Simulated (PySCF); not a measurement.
```xyz
7

C     -0.6945    -0.0628     0.0637
C      0.9522     0.1007    -0.0994
O      1.4758    -1.0045    -0.2210
O      1.2307     1.3035    -0.0468
H     -1.1507     0.9265     0.0191
H     -0.9990    -0.7198    -0.7553
H     -0.8146    -0.5435     1.0396
```

Charge 0, multiplicity 2.

### Question
Give the Mulliken and meta-Löwdin atomic charges from PBE-D3(BJ)/def2-TZVP (PySCF).

### Answer

| atom | Mulliken (e) | meta-Löwdin (e) |
|---|---|---|
| C1 | -0.30 | -0.30 |
| C2 | 0.25 | 0.50 |
| O3 | -0.22 | -0.34 |
| O4 | -0.21 | -0.32 |
| H5 | 0.16 | 0.15 |
| H6 | 0.16 | 0.16 |
| H7 | 0.15 | 0.16 |
